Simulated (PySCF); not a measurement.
Si(Cl)(Me) (CH3ClSi), SMILES C[Si]Cl (connectivity only; charge and spin as stated), neutral, multiplicity 1.

Coordinates come from a B3LYP-D3(BJ)/def2-TZVP optimisation.

Vertical ionisation energy (IE) and electron affinity (EA) in eV. Rows of orbital energies are one-electron estimates. Where ΔSCF, EOM or ADC give a negative EA the extra electron is unbound and the value depends on the basis.

```tsv
level	IE	EA
−ε(HOMO), −ε(LUMO), PBE0/def2-TZVPD (PySCF)	6.75	2.59
ADC(2)/aug-cc-pVDZ (PySCF)	…	…
```

Problem. Complete the blanks. (The exact figures need the calculation; the answer reports its results.)

Solution. 
- ADC(2)/aug-cc-pVDZ (PySCF), IE: 8.62
- ADC(2)/aug-cc-pVDZ (PySCF), EA: 0.75

Problem. Beyond the first one, list the lowest photoelectron lines from ADC(2)/aug-cc-pVDZ (PySCF) with their pole strengths (two spins summed). (Estimate from the structure and the level; the computed values follow.)

Solution. 11.16 eV (1.78), 11.46 eV (1.78), 12.21 eV (1.77), 14.10 eV (1.78), 14.25 eV (1.78).
